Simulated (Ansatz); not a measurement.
Gas-phase electronic energies from Ansatz, PBE0-D4/def2-TZVP geometries. CCSD(T)/CBS adds triple-zeta CCSD(T) − MP2 to the extrapolated MP2 energy (def2 sets, frozen cores). For Se outer-core shells are correlated without core-valence functions, which leaves a few kJ/mol of doubt a bond. Scalar relativity is left out up to krypton. Each species was taken in one conformer, which may not be the lowest.

Reaction (ligand exchange at the Al–Se bond): `C[Se][AlH][F]` + `[SiH3]S` → `[F][AlH][S][SiH3]` + `C[SeH]`

`C[Se][AlH][F]`:

```xyz
8

C     1.367    0.038   -0.431
Se    0.336    1.115    0.853
Al   -1.647    0.006    0.564
F    -2.957    0.496    1.435
H     2.196   -0.419    0.103
H     0.747   -0.737   -0.879
H     1.739    0.703   -1.207
H    -1.781   -1.202   -0.438
```

`[SiH3]S`:

Cartesian coordinates in Å:
```
Si 0.466 0.245 -0.034
S -1.631 0.052 0.331
H 1.261 -0.624 0.870
H 0.770 1.670 0.239
H 0.809 -0.087 -1.440
H -1.676 -1.257 0.033
```

`[F][AlH][S][SiH3]`:

Z-matrix (Å, degrees):
```
Si
S 1 2.141
H 1 1.483 2 108.9
H 1 1.485 2 110.5 3 120.4
H 1 1.483 2 108.9 3 -119.3
Al 2 2.166 1 99.7 3 -120.2
F 6 1.646 2 115.4 1 -180.0
H 6 1.568 2 125.5 1 -0.0
```

`C[SeH]`:

```xyz
6

C    -0.379   -0.349    0.181
Se    1.429    0.351   -0.011
H    -1.021    0.381    0.669
H    -0.293   -1.233    0.811
H    -0.784   -0.635   -0.787
H     1.048    1.485   -0.863
```

```json
{"species": "`C[Se][AlH][F]`", "HF/def2-TZVPP energy (Eh)": "-2781.58395"}
{"species": "`[SiH3]S`", "HF/def2-TZVPP energy (Eh)": "-688.83846"}
{"species": "`[F][AlH][S][SiH3]`", "HF/def2-TZVPP energy (Eh)": "-1030.37320"}
{"species": "`C[SeH]`", "HF/def2-TZVPP energy (Eh)": "-2440.05086"}
```

**Question.** Work out ΔE.

**Answer.** ΔE = (-1030.37320) + (-2440.05086) − (-2781.58395) − (-688.83846) = -0.00165 Eh = -0.04 eV. CCSD(T)/CBS gives -0.04 eV.

Largest T1 diagnostic among the species: 0.012.

Leaving LDA and LC-ωPBE aside and taking each functional with its dispersion term where it has one, the values, not all of them listed here, spread over 0.06 eV, from B97M-V to BLYP-D4.
